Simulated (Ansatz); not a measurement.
System: YCl2, net charge 1, singlet state. 
Geometry from a B3LYP-D3(BJ)/def2-TZVP (Ansatz, a first-principles code) optimisation:
SMILES: [Cl][Y+][Cl]
```xyz
3

Y      0.4347     0.0067     0.4359
Cl     0.8597     0.3218    -1.8597
Cl    -1.8569    -0.3371     0.8597
```
Charge +1, spin multiplicity 1.

Property: vertical electron affinity (to the doublet state of charge +0; a negative value means that the extra electron is unbound and the number depends on the basis; each state is the SCF solution reached for its spin), in eV. Cores are frozen in the correlated levels unless marked. Open shells are spin-unrestricted. No spin-orbit coupling. Frozen are the shells of the preceding noble gas and the d and f shells that filled before the atom's block. Past Kr the def2 sets carry scalar-relativistic core potentials. CBS marks a two-point X^-3 extrapolation of the correlation energy; Hartree-Fock from the larger set. The bracket is a focal-point correction in the basis named.

```tsv
level	program	vertical electron affinity (eV)
HF/def2-SVPD	Ansatz	6.22
SVWN5/def2-TZVPD	Ansatz	6.61
PBE/def2-TZVPD	Ansatz	6.46
B3LYP/def2-TZVPD	Ansatz	6.61
```

Task: Estimate the value at RI-MP2/CBS(def2-TZVPPD,def2-QZVPPD)+[CCSD(T)-MP2]/def2-TZVPPD as computed with Ansatz.

Result: 6.29 eV, so B3LYP/def2-TZVPD differs from it by 0.32 eV.
